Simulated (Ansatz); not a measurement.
Consider the ligand exchange at a Ga–Br bond: `[Cl][Ga]([Cl])[Br]` + CH₃OH → `C[O][Ga]([Cl])[Cl]` + HBr.

Isolated molecules relaxed with PBE0-D4/def2-TZVP in Ansatz; ΔE leaves out vibrations. CCSD(T)/CBS is the MP2 limit (def2-TZVPP, def2-QZVPP) plus CCSD(T) − MP2 in def2-TZVPP, frozen cores. This one scheme is used for every species. Functionals use def2-TZVPP. HSE06 is defined as in plane-wave codes. For Br, Ga outer-core shells are correlated without core-valence functions, which leaves a few kJ/mol of doubt a bond. Scalar relativity is left out up to krypton. Each species was taken in one conformer, which may not be the lowest.

Q: Is it downhill or uphill in electronic energy at CCSD(T)/CBS, and by how much? (An estimate is asked.)

A: Computed: Uphill: ΔE = +66.4 kJ/mol.

Q: What do these levels give: ωB97M-V, PBE-QIDH, HSE06, HF/def2-TZVPP, CCSD/def2-TZVPP, CCSD(T)/def2-TZVPP? (An estimate is asked.)

A: Computed: ωB97M-V 69.3, PBE-QIDH 72.9, HSE06 75.9, HF/def2-TZVPP 80.5, CCSD/def2-TZVPP 64.6, CCSD(T)/def2-TZVPP 62.4 kJ/mol.

Q: What do rigid-rotor, harmonic-oscillator terms from PBE0-D4/def2-TZVP frequencies (298.15 K, 1 bar) make of the CCSD(T)/CBS value? (Estimate.)

A: Computed: ΔZPE = -11.5 kJ/mol, ΔH = +56.9 kJ/mol, ΔS = -7 J/(mol·K), ΔG = +58.8 kJ/mol.

Largest T1 diagnostic among the species: 0.013.

In def2-TZVPP, CCSD(T) changes the Hartree–Fock value by −18.1 kJ/mol (the triples alone add −2.2 kJ/mol) and MP2 by −16.0 kJ/mol. Leaving LDA and LC-ωPBE aside and taking each functional with its dispersion term where it has one, the values, not all of them listed here, spread over 14.0 kJ/mol, from BLYP-D4 to HSE06-D4. LDA lies −7.9 kJ/mol from PBE without D4.
